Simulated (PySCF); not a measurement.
C7H10N: g tensor and hyperfine couplings

Compound: C7H10N (doublet state).
Cartesian coordinates in Å at the GFN2-xTB level; atoms count from 1:
```xyz
18
C7H10N angstrom
C     -2.3947   -0.8760   -0.5315
C     -1.0426   -0.3333   -0.2256
C      0.0958   -1.0109   -0.1166
C      1.2683   -0.1412    0.1250
N      2.2638   -0.6063    1.0298
C      1.5672    0.8884   -0.8783
C      0.6609    1.3073    0.1919
C     -0.8373    1.1417   -0.0043
H     -3.0925   -0.6213    0.2660
H     -2.3603   -1.9568   -0.6389
H     -2.7774   -0.4437   -1.4557
H      0.2081   -2.0789   -0.1997
H      3.1794   -0.2195    0.8345
H      2.3087   -1.6165    1.0623
H      2.5477    1.3189   -1.0052
H      0.9736    2.0520    0.9171
H     -1.1867    1.7199   -0.8634
H     -1.3908    1.4825    0.8745
```

The hyperfine couplings belong to this conformer and change with its torsions.

The species is `C1(C)C[C@H]2[C@]([CH]2)(C=1)N` [radical].

Computed, not measured: UKS B3LYP, pcH-1 on C H N, non-relativistic, mean-field spin-orbit, GIAO in PySCF 2.14.0. Geometry: GFN2-xTB, one conformer, isolated molecule. A GFN2-xTB geometry isn't a minimum of the functional, and hyperfine couplings can be far from their values at a DFT geometry. No stability test was run, so a lower SCF solution isn't excluded.

```
g1, g2, g3                      : 2.00226, 2.00256, 2.00344
g_iso                           : 2.00275
Form of g                       : rhombic: the two nearest values differ by 26 % of g3 − g1
⟨S²⟩                            : 0.7533 (exact 0.7500)
HOMO–LUMO gap, α and β orbitals : 5.20, 3.98 eV
Basis functions                 : 300
```

Isotropic coupling and dipolar principal values T1 to T3, in MHz; ρ(0) is the spin density at the nucleus:

```csv
atom,isotope,a_iso,T1,T2,T3,Mulliken spin population,ρ(0) (bohr⁻³)
C1,13C,2.3,-0.3,-0.2,0.5,0.00,0.0021
C2,13C,1.9,-2.3,0.1,2.2,-0.01,0.0017
C3,13C,22.7,-3.5,-2.4,5.9,0.03,0.0202
C4,13C,-13.8,-8.3,-4.9,13.2,0.01,-0.0123
N5,14N,-3.1,-3.6,-3.4,7.1,0.05,-0.0097
C6,13C,268.0,-63.8,-62.9,126.7,0.83,0.2384
C7,13C,-13.7,-12.0,-7.7,19.7,0.06,-0.0122
C8,13C,35.2,-4.3,-3.3,7.6,0.03,0.0313
H9,1H,-0.9,-0.7,-0.6,1.3,0.00,-0.0002
H10,1H,-0.2,-0.8,-0.7,1.4,0.00,0.0000
H11,1H,-1.3,-0.9,-0.8,1.7,0.00,-0.0003
H12,1H,5.0,-2.5,-2.1,4.6,0.00,0.0011
H13,1H,0.5,-5.6,-0.9,6.4,0.00,0.0001
H14,1H,-7.3,-5.1,-1.8,7.0,0.00,-0.0016
H15,1H,-11.1,-28.9,-3.7,32.5,-0.02,-0.0025
H16,1H,21.9,-7.8,-2.2,9.9,0.01,0.0049
H17,1H,4.0,-4.0,-2.1,6.0,0.01,0.0009
H18,1H,-2.2,-3.2,-2.0,5.2,0.00,-0.0005
```

The largest Mulliken spin populations are on C6 (+0.83) and C7 (+0.06). C6 is the only atom above +0.15. The angles at C6 add up to 310.2°, so it is pyramidal.

Axes: g3 points within 10° of the C6–H15 bond.

Under fast tumbling the dipolar parts average out, and these isotropic splittings remain (the largest six): 1 × 1H (H16, I = 1/2, 2 lines) with 0.78 mT, 1 × 1H (H15, I = 1/2, 2 lines) with 0.40 mT, 1 × 1H (H12, I = 1/2, 2 lines) with 0.18 mT, 1 × 1H (H17, I = 1/2, 2 lines) with 0.14 mT, 2 × 1H (H13/H14, I = 1/2, 3 lines) with 0.12 mT and 1 × 14N (N5, I = 1, 3 lines) with 0.11 mT.

Class means assume fast exchange of nuclei equivalent by connectivity; if that motion is slow, each nucleus keeps its own coupling. The 1H value of -3.4 MHz is a mean of couplings from -7.3 to 0.5 MHz in this one geometry, not an average over conformers.

The 13C coupling of C6 (268.0 MHz) shows only in satellite lines or after enrichment, since that isotope makes up about 1.07 % of natural carbon.

β density exceeds α density at some nuclei, such as C4 (-0.0123), C7 (-0.0122) and N5 (-0.0097), spin density in bohr⁻³. In a single determinant that takes different orbitals for the two spins, that is spin polarisation.
